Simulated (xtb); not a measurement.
xtb input:

```bash
xtb mol.xyz --gfn 2 --sp --chrg -1 --uhf 0
```
mol.xyz:
```
13

Si     0.13051821    -0.08361283    -0.60592324
N     -1.41191328     0.60567262    -0.12005231
Si    -2.84027748    -0.23187907     0.29873323
O      1.28093478     0.31071578     0.43445428
Si     3.03667900    -0.03607349     0.31041200
H     -0.19261599    -1.53969652    -0.68104922
H      0.43443802     0.39240022    -1.98292945
H     -1.39292148     1.59019116     0.10469243
H     -3.87186037     0.75736511     0.72276743
H     -3.41681936    -1.00404963    -0.83647441
H     -2.68504354    -1.20881838     1.41150828
H      3.27702941     0.64358704    -1.06313111
H      2.90683158    -1.43449781    -0.35575993
```

Question: What final total energy does it print?

Answer: -16.53834 Eh (GFN2-xTB).

It need not be the lowest isomer of its formula. Whether it binds its extra electron was not tested at this geometry.
